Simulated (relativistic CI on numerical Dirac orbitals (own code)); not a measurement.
Hyperfine structure of Eu⁴⁸⁺, mass number 153

Calculated at this level of theory: Dirac-Coulomb-Breit CI, KLI orbitals optimised for each configuration, a model potential for QED, unscaled Slater integrals (own radial code, finite nucleus).

Configuration list (outside the closed core [Ne]): 3s²3p³, 3s3p⁴, 3s²3p²3d, 3p⁵, 3s3p³3d, 3p⁴3d, 3s3p²3d², 3s²3p3d4p, 3p⁴4s, 3s3p²3d4s, 3p⁴4p, 3s²3p²4s, 3s²3p3d², 3s²3d³, 3s3p3d³, 3s²3d²4s, 3p³3d², 3p²3d³, 3p²3d²4s, 3s²3p3d4s, 3s3p3d²4s, 3s²3d4s², 3s3p²3d4p, 3s3p3d²4p, 3p²3d²4p, 3s3p3d4s4p. Double excitations out of closed p, d and f shells are left out; levels of such configurations are missing from the list, as are those of other unlisted configurations, and high levels can miss mixing partners.

Nuclear spin I = 5/2, μ = 1.5294 μN, Q = 2.41 b (tables of Stone and Pyykkö). The electronic factors are computed for point nuclear moments, without core polarisation or the Bohr-Weisskopf and QED corrections.

```csv
Level,E (cm⁻¹),A (GHz),B (GHz)
3s²3p³ ²D°5/2,1323113,170.5,-0.444
3s²3p³ ²P°1/2,1423778,549.7,
3s3p⁴ ⁴P5/2,2342210,362.1,196
3s3p⁴ ²S1/2,2542458,1489,
3s²3p³ ²P°3/2,2677520,77.79,-604
3s²3p²3d ⁴D1/2,2753499,201.7,
```

Levels with J = 0, under 50 % of one LS term, or S terms without an open s electron are left out. Small factors come from cancelling terms and can be off by tens of per cent or more.

At this charge energies of transitions that change n are usually good to better than 1 %, and those within a shell (Δn = 0) to a few per cent.

Task: Give the hyperfine levels of 3s²3p³ ²P°1/2 relative to its centre of gravity.

Result: With K = F(F + 1) − I(I + 1) − J(J + 1), E = AK/2: F = 2: -962, F = 3: 687.2 GHz.

LS names give the leading component of a level, which can be under half, so a name can repeat, a term be missing and a line seem to break the LS rules.
